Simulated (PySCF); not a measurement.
CHCl, SMILES Cl[CH] (connectivity only; charge and spin as stated), neutral, multiplicity 1.

Geometry: ωB97X-D3(BJ)/def2-TZVPD. The isomer is the one that the SMILES or the coordinates give; other isomers of the formula were not compared.

All values below come from M06-2X/def2-TZVPD (PySCF).

Symmetry labels are those of the subgroup Cs that the program uses (full group Cs).

Computed valence orbital energies around the gap with their symmetry:
```csv
orbital,symmetry,energy (eV)
HOMO−7,A",-206.00
HOMO−6,A',-205.92
HOMO−5,A',-27.36
HOMO−4,A',-19.55
HOMO−3,A',-14.19
HOMO−2,A",-12.32
HOMO−1,A',-12.01
HOMO,A',-8.35
LUMO,A",-2.17
LUMO+1,A',0.59
LUMO+2,A',0.69
LUMO+3,A",1.23
```
